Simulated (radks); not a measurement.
Values are calculated unless marked as measured or tabulated.
Question: Ionisation of the fluorine ion F+, [He] 2s2 2p4, to F2+, [He] 2s2 2p3, under several functionals. Non-relativistic Kohn-Sham, spin-unpolarised, spherical densities, point nucleus; a radial shooting solver on a logarithmic mesh with Libxc functionals. The NIST Atomic Spectra Database gives 34.971 eV (measured). Rank these functionals by the error of their Delta-SCF ionisation energy: BLYP; MS2 meta-GGA; exchange-only r2SCAN; B86b exchange with PBE correlation; LDA (Slater exchange, Perdew-Zunger correlation); SCAN.

Answer: From best to worst: exchange-only r2SCAN 37.802 eV (+2.831); BLYP 38.419 eV (+3.448); B86b exchange with PBE correlation 38.451 eV (+3.480); MS2 meta-GGA 38.513 eV (+3.542); LDA (Slater exchange, Perdew-Zunger correlation) 38.522 eV (+3.551); SCAN 38.803 eV (+3.832). Spin polarisation and multiplet splitting are left out, so open shells lie too high by an amount that depends on their filling.

Beside tabulated values, note that spin-unpolarised runs miss the spin-polarisation part of the exchange energy of open shells.
